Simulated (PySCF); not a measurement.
[ZrCl3]+ (singlet). All numbers come from PBE0 in PySCF with Zr def2-SVP with ECP28, Cl def2-SVP; scalar-relativistic core potentials, no spin–orbit coupling; density-fitted integrals.

Harmonic bands of its minimum:

```csv
ω (cm⁻¹),"IR (km/mol, summed over degenerate members)",degeneracy
89,14.6,1
111,2.8,2
445,10.0,1
480,224,2
```

Question: The central atom is Zr. Infer the point group and assign the bands.

Answer: C3v. The modes span 2a1 + 2e: 89 a1, 111 e, 445 a1, 480 e. The computed geometry has Zr–Cl 2.259 Å (×3); Cl–Zr–Cl 109.1° (×3).

Stability towards spin polarisation was not tested. Only a few start shapes were tried, so a lower isomer may exist.
